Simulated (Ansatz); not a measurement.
Steps of a relaxation of C$_{3}$H$_{9}$BSi, SMILES `CC1BC[SiH2]1` with RKS PBE0-D4/def2-TZVP.

```sh
$ ansatz run in.yaml --threads 4 --pin off --events-out ev --progress --plain --max-ram 10444MiB
```

```yaml
crystal:
  periodic: [false, false, false]
  atoms:
    - {symbol: C, position_ang: [-1.193192, 1.645688, -0.227172]}
    - {symbol: C, position_ang: [-0.659468, 0.269728, 0.135939]}
    - {symbol: B, position_ang: [0.595269, 0.021509, 1.033989]}
    - {symbol: C, position_ang: [1.100549, -1.445645, 0.803131]}
    - {symbol: Si, position_ang: [0.493834, -0.888374, -0.947357]}
    - {symbol: H, position_ang: [-0.366328, 2.351843, -0.443771]}
    - {symbol: H, position_ang: [-1.857930, 1.627808, -1.115789]}
    - {symbol: H, position_ang: [-1.780031, 2.080675, 0.609538]}
    - {symbol: H, position_ang: [-1.468238, -0.480707, 0.299023]}
    - {symbol: H, position_ang: [1.345670, 0.929807, 1.355744]}
    - {symbol: H, position_ang: [2.139013, -1.735939, 1.033849]}
    - {symbol: H, position_ang: [0.391171, -2.265009, 1.040300]}
    - {symbol: H, position_ang: [1.501358, -0.206979, -1.825854]}
    - {symbol: H, position_ang: [-0.254877, -1.933706, -1.722770]}
basis:
  gaussian: {orbitals: def2-TZVP}
hamiltonian: {xc: pbe0, dispersion: d4}
relax: {f_tol: 0.005, max_steps: 150}
```

Positions (Å) and forces (eV/Å) along the path, 7 of 7 steps:

```xyz
14
step=1 energy=-11804.7874 eV
C    -1.193    1.646   -0.227   -0.096    0.274   -0.039
C    -0.659    0.270    0.136    0.063   -0.344   -0.025
B     0.595    0.022    1.034    0.090    0.131   -0.100
C     1.101   -1.446    0.803   -0.013   -0.103   -0.085
Si    0.494   -0.888   -0.947   -0.068    0.014    0.186
H    -0.366    2.352   -0.444   -0.380   -0.360    0.106
H    -1.858    1.628   -1.116    0.335   -0.016    0.425
H    -1.780    2.081    0.610    0.278   -0.224   -0.392
H    -1.468   -0.481    0.299    0.354    0.343   -0.065
H     1.346    0.930    1.356   -0.283   -0.342   -0.114
H     2.139   -1.736    1.034   -0.554    0.171   -0.133
H     0.391   -2.265    1.040    0.317    0.374   -0.100
H     1.501   -0.207   -1.826   -0.208   -0.145    0.178
H    -0.255   -1.934   -1.723    0.165    0.226    0.157
14
step=2 energy=-11804.8361 eV
C    -1.182    1.635   -0.226   -0.054    0.097   -0.010
C    -0.654    0.265    0.135    0.048   -0.132   -0.053
B     0.588    0.024    1.036    0.058    0.025   -0.137
C     1.094   -1.433    0.795   -0.003   -0.040   -0.093
Si    0.486   -0.886   -0.944   -0.055    0.044    0.249
H    -0.361    2.332   -0.433   -0.109   -0.102    0.031
H    -1.832    1.617   -1.110    0.094    0.003    0.120
H    -1.769    2.063    0.599    0.081   -0.062   -0.118
H    -1.457   -0.474    0.300    0.104    0.097   -0.018
H     1.328    0.922    1.355   -0.095   -0.098   -0.005
H     2.122   -1.715    1.017   -0.148    0.037   -0.019
H     0.396   -2.246    1.035    0.089    0.105   -0.025
H     1.483   -0.212   -1.817   -0.049   -0.028    0.043
H    -0.255   -1.921   -1.713    0.038    0.052    0.034
14
step=3 energy=-11804.8423 eV
C    -1.180    1.633   -0.227    0.002   -0.003    0.000
C    -0.650    0.265    0.130    0.055   -0.024   -0.025
B     0.591    0.024    1.027   -0.026   -0.003    0.031
C     1.094   -1.430    0.788   -0.009    0.033   -0.065
Si    0.481   -0.885   -0.938   -0.025    0.006    0.070
H    -0.362    2.327   -0.430    0.016    0.015   -0.003
H    -1.824    1.615   -1.109   -0.009   -0.001   -0.019
H    -1.766    2.055    0.594   -0.010    0.003    0.016
H    -1.449   -0.470    0.299   -0.008   -0.017    0.011
H     1.319    0.917    1.364    0.007    0.005   -0.003
H     2.117   -1.712    1.012    0.016   -0.003    0.007
H     0.399   -2.238    1.034   -0.016   -0.008    0.008
H     1.474   -0.213   -1.810    0.012    0.005   -0.013
H    -0.257   -1.917   -1.705   -0.005   -0.009   -0.014
14
step=4 energy=-11804.8426 eV
C    -1.179    1.632   -0.228   -0.007    0.003    0.002
C    -0.649    0.264    0.130    0.000    0.003   -0.010
B     0.590    0.024    1.030    0.010    0.012   -0.002
C     1.094   -1.429    0.786    0.009   -0.010   -0.009
Si    0.479   -0.885   -0.936   -0.006   -0.002    0.004
H    -0.361    2.328   -0.427    0.003    0.000    0.001
H    -1.820    1.615   -1.112    0.000    0.000   -0.003
H    -1.768    2.053    0.593   -0.003    0.001    0.000
H    -1.448   -0.471    0.300   -0.004   -0.004    0.006
H     1.318    0.917    1.365   -0.001    0.002    0.010
H     2.118   -1.710    1.009    0.000   -0.003    0.004
H     0.399   -2.237    1.034   -0.004   -0.003    0.006
H     1.472   -0.214   -1.810    0.002    0.002   -0.003
H    -0.259   -1.917   -1.705   -0.001   -0.002   -0.006
14
step=5 energy=-11804.8427 eV
C    -1.179    1.632   -0.228   -0.003    0.002    0.000
C    -0.648    0.264    0.130   -0.004    0.005   -0.004
B     0.591    0.025    1.030    0.007    0.010    0.007
C     1.094   -1.429    0.785    0.007   -0.007   -0.002
Si    0.479   -0.886   -0.936   -0.005   -0.009   -0.009
H    -0.361    2.328   -0.425   -0.001   -0.001    0.001
H    -1.819    1.615   -1.114    0.002    0.000    0.001
H    -1.771    2.052    0.592    0.000   -0.001   -0.002
H    -1.447   -0.471    0.302    0.002   -0.001    0.002
H     1.319    0.918    1.367   -0.002   -0.001    0.004
H     2.118   -1.711    1.009   -0.001   -0.002    0.000
H     0.398   -2.236    1.035    0.000    0.002    0.001
H     1.471   -0.215   -1.811    0.000    0.001    0.002
H    -0.260   -1.917   -1.707    0.000    0.001   -0.001
14
step=6 energy=-11804.8427 eV
C    -1.180    1.632   -0.228    0.002   -0.002   -0.001
C    -0.646    0.265    0.130   -0.004    0.002    0.000
B     0.593    0.026    1.029    0.003    0.006    0.009
C     1.095   -1.429    0.784   -0.002   -0.001    0.002
Si    0.477   -0.887   -0.937    0.001   -0.006   -0.012
H    -0.362    2.330   -0.422   -0.002   -0.001    0.001
H    -1.816    1.615   -1.117    0.001    0.000    0.002
H    -1.775    2.050    0.589    0.001   -0.001   -0.002
H    -1.445   -0.471    0.306    0.003    0.001    0.000
H     1.320    0.918    1.371   -0.002   -0.002    0.000
H     2.118   -1.713    1.007   -0.001    0.000   -0.002
H     0.398   -2.233    1.037    0.001    0.002   -0.001
H     1.470   -0.216   -1.812   -0.001   -0.001    0.002
H    -0.261   -1.917   -1.709    0.001    0.002    0.002
14
step=7 energy=-11804.8427 eV
C    -1.180    1.632   -0.228    0.001   -0.002    0.000
C    -0.645    0.265    0.130   -0.002    0.005   -0.001
B     0.594    0.027    1.030   -0.001   -0.001    0.002
C     1.095   -1.429    0.783    0.002    0.000    0.001
Si    0.477   -0.887   -0.937   -0.001   -0.002   -0.002
H    -0.363    2.331   -0.421   -0.001    0.000    0.000
H    -1.815    1.614   -1.118    0.000    0.000    0.000
H    -1.776    2.048    0.588    0.000    0.000    0.000
H    -1.444   -0.471    0.307    0.001    0.000    0.000
H     1.320    0.919    1.373    0.000   -0.001   -0.001
H     2.118   -1.714    1.006    0.000   -0.001    0.000
H     0.397   -2.232    1.038    0.000    0.001   -0.001
H     1.470   -0.216   -1.812    0.000    0.000    0.001
H    -0.262   -1.917   -1.709    0.000    0.001    0.000
```

Run time 29 s (4 threads of an Arm Neoverse V2 on a shared host); peak host memory 0.6 GiB.
